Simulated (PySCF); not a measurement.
Compound: C7H9F.
Atom-mapped SMILES: `[CH2:1]=[CH:2][C@@H:3]1[C:4](=[CH2:5])[CH2:6][C@H:7]1[F:8]`

Cartesian coordinates in Å at the GFN2-xTB level; atoms count from 1:
```
atom  x, y, z in Å
C1     2.640   -0.159    0.460
C2     1.337   -0.169    0.674
C3     0.311   -0.297   -0.397
C4    -0.800    0.737   -0.408
C5    -0.806    2.048   -0.315
C6    -1.874   -0.317   -0.462
C7    -0.787   -1.369   -0.203
F8    -0.750   -2.399   -1.109
H9     3.348   -0.059    1.265
H10    3.054   -0.252   -0.530
H11    0.942   -0.070    1.677
H12    0.786   -0.403   -1.375
H13   -1.725    2.609   -0.301
H14    0.111    2.610   -0.253
H15   -2.669   -0.247    0.279
H16   -2.319   -0.426   -1.451
H17   -0.806   -1.825    0.791
```

NICS is the negative of the GIAO shielding at a point without a nucleus: at the ring centre (0) and 1 Å above and below it (1); zz is the component along the ring normal. Level: GIAO PBE0/pcSseg-1 (PySCF, non-relativistic, gas phase) on the GFN2-xTB geometry, one conformer.

Ring bond lengths (Å), with Mayer bond orders in brackets: C3–C4 1.517 (0.96), C4–C6 1.506 (1.03), C6–C7 1.535 (1.03), C7–C3 1.547 (0.97).

Problem. Give the NICS values of each ring in ppm.

Solution. 
| ring | type | NICS(0) | NICS(1), two faces | NICS(1)zz, two faces | rms pucker (Å) | centre to ring atoms, mean (Å) |
| --- | --- | --- | --- | --- | --- | --- |
| C3–C4–C6–C7 | 4-membered carbocycle; formal bonds all single | 1.9 | -2.8 / -0.4 | -0.7 / 3.7 | 0.06 | 1.08 |

Problem. What do they say, and how far can they be read as aromaticity?

Solution. 
- C3–C4–C6–C7: mean NICS(1)zz 1.5 ppm, near zero. C3, C6, C7 have four or more neighbours, so the value isn't read as a sign of a π ring current. The two faces differ by 4.4 ppm, so no symmetry operation interchanges them.

Problem. What is the mean of the two in-plane components of NICS at the second NICS(1) probe listed for ring C3–C4–C6–C7, 1 Å off the ring?

Solution. The isotropic value is a third of the trace: (3 × -0.4 − (3.7))/2 = -2.5 ppm.

Problem. List the ring angles and the Hirshfeld charges of the ring atoms.

Solution. 
- C3–C4–C6–C7: C3 87.3° (-0.038 e), C4 92.6° (+0.007 e), C6 88.2° (-0.083 e), C7 90.3° (+0.068 e); sum 358.5° against 360° for a flat convex ring.
